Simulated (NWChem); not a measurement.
# Atomisation of CBr

```xyz
2

C      0.0000     0.0000     1.5506
Br     0.0000     0.0000    -0.2658
```
Charge 0, spin multiplicity 2.

Program: NWChem. Structure: optimised with UPBE0/def2-SVP, a minimum by its harmonic frequencies.

Basis set: def2-TZVP. The atomisation energy is electronic alone: no zero-point, thermal, spin-orbit or counterpoise terms. No value is extrapolated to the basis-set limit. Free atoms are single determinants with multiplicities C 3, Br 2. Correlated methods freeze the same cores in atoms and molecule, 10 orbitals in all.

The cost column gives rough processor time relative to B3LYP; each entry includes its own SCF. Costs are the molecule's.

The Hamiltonian is non-relativistic. B3LYP has NWChem's definition, with VWN1-RPA local correlation. This spin state was chosen for the runs; another may lie lower. The structure started from a generated list of species. The unpaired electrons of the parent sit in orbitals of symmetry b1 (C2v labels of the run); other states weren't searched. The stability of the SCF solutions was not checked. Open-shell Hartree-Fock references start from PBE0 orbitals; any time given for them includes that run. Coupled-cluster values serve here as a point of comparison, not as the truth.

| method | atomisation energy (kcal/mol) | relative cost |
|---|---|---|
| B3LYP | 82.6 | 1 |
| PBE0 | 86.1 | under 3 |
| BHandHLYP | ___ | under 3 |
| M06-2X | ___ | under 3 |
| BLYP | 87.6 | under 3 |
| PBE | 95.0 | under 3 |
| HF | ___ | under 3 |
| MP2 | 80.1 | 6 |
| CCSD(T) | ___ | 10 |

Question: Some entries are withheld; supply them.

Answer: 
- BHandHLYP, atomisation energy (kcal/mol): 72.6
- M06-2X, atomisation energy (kcal/mol): 79.6
- HF, atomisation energy (kcal/mol): 38.0
- CCSD(T), atomisation energy (kcal/mol): 78.9
